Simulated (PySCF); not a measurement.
Computed with PySCF with PBE0-D3(BJ)/def2-TZVP. Gas-phase values, no solvent. 

Reference species (SMILES): `F[C]F` (excited triplet) (neutral, multiplicity 3).

```yaml
highest_occupied_spin_orbital: -6.14 eV
dipole_moment: 0.35 D
```

Changed species: `[CH]F` (excited triplet) (X = H, multiplicity 3; the reference has X = fluoro, multiplicity 3).

Predict the effect on the highest occupied spin orbital and dipole moment.

the highest occupied spin orbital decreases by 0.32 eV, to -6.46 eV; the dipole moment rises by 0.69 D, to 1.04 D.
